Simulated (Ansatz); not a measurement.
AlH4N (SMILES [NH2][AlH2]) moved off its minimum; all values from Ansatz (a quantum-chemistry and plane-wave program), cores frozen in correlated methods.
(charge 0, multiplicity 1)
```xyz
6

Al     0.0570    -0.3410    -0.6467
H     -1.1916    -0.0475    -1.4265
H      1.3652    -1.0874    -0.9584
N     -0.0364     0.4438     0.8415
H     -0.6424     1.0025     1.3767
H      0.7991     0.5251     1.7345
```

### Question
Give the forces (eV/Å), the total energy and the dipole at CCSD(T)/aug-cc-pV(T+d)Z.

### Answer

```
atom      Fx      Fy      Fz
----  ------  ------  ------
Al1    0.529  -0.685  -1.132
H2    -0.969  -0.048  -0.984
H3     0.421  -0.392  -0.288
N4     4.275   1.295   6.420
H5    -1.804   0.757  -0.156
H6    -2.451  -0.927  -3.860
```
Energy -299.0647 hartree, dipole 1.08 D.
